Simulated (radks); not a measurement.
All-electron atom: C+ in [He] 2s2 2p1.

All-electron calculation, non-relativistic Kohn-Sham, PBE, spin-polarised, spherical densities, point nucleus; open shells are filled with parallel spins first. Program: a radial shooting solver on a logarithmic mesh with Libxc functionals.

Energy parts (hartree):
total: -37.36462
kinetic: 37.25787
electron-nucleus: -84.83738
Hartree: 14.99136
exchange-correlation: -4.77648

Orbitals (lengths in bohr, moments of r in powers of bohr; r(90%) holds 90 % of the orbital's charge):
| orbital | occ. | eigenvalue (hartree) | r(90%) |
|---|---|---|---|
| 1s up | 1 | -10.59767 | 0.486 |
| 1s down | 1 | -10.57743 | 0.485 |
| 2s up | 1 | -0.97362 | 2.28 |
| 2s down | 1 | -0.90775 | 2.33 |
| 2p up | 1 | -0.65157 | 2.48 |
| 2p down | 0 | -0.58851 | 2.57 |

The highest occupied level is 2p up at -17.730 eV. Summed over all electrons, <r^2> = 8.081 bohr^2, which gives a Langevin (diamagnetic) susceptibility term of -6.4 x 10^-6 cm^3/mol. The density falls to 0.001 e/bohr^3 at r = 3.17 bohr. Spin moment in Bohr magnetons: 1. The electron density at the nucleus is 129.3 e/bohr^3. The spin density at the nucleus is -0.0227 e/bohr^3 (1s -0.1336, 2s 0.1108), a Fermi contact field of -1.19 T. Virial ratio -V/T = 2.00287.
